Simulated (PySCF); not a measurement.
# Worked example: chemical shift, span and skew from a shielding tensor

C5H5Cl, SMILES C(=C\C=C=C)/Cl. Atoms are numbered in the order given.

```xyz
11

C     -0.9168    -3.0831     0.0000
C      0.0668    -2.2243     0.0000
C      1.0549    -1.3526     0.0000
C      0.9292     0.1064     0.0000
C     -0.2306     0.7754     0.0000
Cl    -0.3215     2.4931     0.0000
H     -1.3452    -3.4599     0.9363
H     -1.3452    -3.4599    -0.9363
H      2.0771    -1.7497     0.0000
H      1.8621     0.6766     0.0000
H     -1.2048     0.2794     0.0000
```

Geometry: PBE0-D3(BJ)/def2-SVP. The structure was generated by enumeration; whether it is a known compound was not checked. Other conformers were not sampled.

GIAO shieldings from PySCF with HF/pcSseg-1, non-relativistic, no solvent. The symmetric part of the tensor of C3 has the principal values 12.1, 123.5, 167.6 ppm. The same nucleus in TMS has σ = 192.6 ppm at this level (PySCF, at its B3LYP-D3(BJ)/def2-TZVP geometry). Without spin–orbit terms, shifts of atoms bonded to Cl or Br come out too high.

Q: Work out the isotropic shielding, the ¹³C shift against TMS, the span and the skew.

A: 
σ(iso) = (σ11 + σ22 + σ33)/3 = 101.1 ppm. δ = σ(ref) − σ(iso) = 192.6 − (101.1) = 91.5 ppm.
Span Ω = σ33 − σ11 = 155.5 ppm. Skew κ = 3(σ(iso) − σ22)/Ω = -0.43. Tumbling in solution averages the tensor to δ; in a static solid the shielding alone would spread this spin-1/2 line over Ω.
